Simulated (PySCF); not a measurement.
# Computed records: AlH4NO

All values are calculated (PySCF 2.14.0). Calculation on a computer-drawn molecule: optimised geometry and harmonic frequencies of an isolated molecule of the commonest isotopes, restricted reference for singlets and unrestricted otherwise, frozen core in MP2.

### AlH4NO

Start structure:
```xyz
7
AlH4NO
N      1.7043     1.6498    -1.0888
Al     1.1681     1.8197     0.6101
O     -0.2322     1.1185     1.2167
H      1.2331     1.1683    -1.8353
H      2.5910     2.0742    -1.4340
H      1.9891     2.5499     1.5179
H     -1.0620     0.8346     1.5817
```

Settings of this run: charge 0, multiplicity 1, method HF and basis cc-pV(D+d)Z.

Results for AlH4NO: rotational constants 28.57, 6.42, 5.242 GHz; total energy -373.6592 hartree; convergence status largest gradient component 1.631e-05 hartree/bohr.

Drawn bonds:
```tsv
atom	other atom	order
1	2	1
2	3	1
1	4	1
1	5	1
2	6	1
3	7	1
```

Optimised structure:
```xyz
7
AlH4NO
N      1.7361     1.5911    -1.0656
Al     1.0966     1.8125     0.5558
O     -0.3552     1.0300     0.9286
H      1.3082     1.0383    -1.7844
H      2.5843     1.9995    -1.4094
H      1.8574     2.7063     1.6053
H     -0.8359     1.0373     1.7379
```

Modes:
```tsv
frequency (cm⁻¹)	reduced mass (dalton)
234.6	3.108
320.4	1.127
380.5	1.083
433.3	1.281
545.8	1.105
565.6	1.216
665.5	1.29
760.1	1.511
804	3.552
949.5	5.326
1670	1.113
2012	1.043
3782	1.052
3867	1.094
4237	1.068
```
